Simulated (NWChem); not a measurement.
# CH4Si, singlet; SMILES C[SiH]

Results from NWChem. Low-valent species are run as closed-shell singlets; no triplet was tried in these runs. The level has its own optimisation; frequencies are unscaled.

Q: Predict the results for PBE0/def2-TZVP. Quantities: r H–Si (Å); r C–Si (Å); highest harmonic frequency (cm⁻¹); lowest (cm⁻¹); zero-point energy (kcal/mol); dipole (D).

A: 
```
Property                           Result
---------------------------------  ------
r H–Si (Å)                          1.531
r C–Si (Å)                          1.893
highest harmonic frequency (cm⁻¹)    3141
lowest (cm⁻¹)                         129
zero-point energy (kcal/mol)         26.1
dipole (D)                           1.16
```
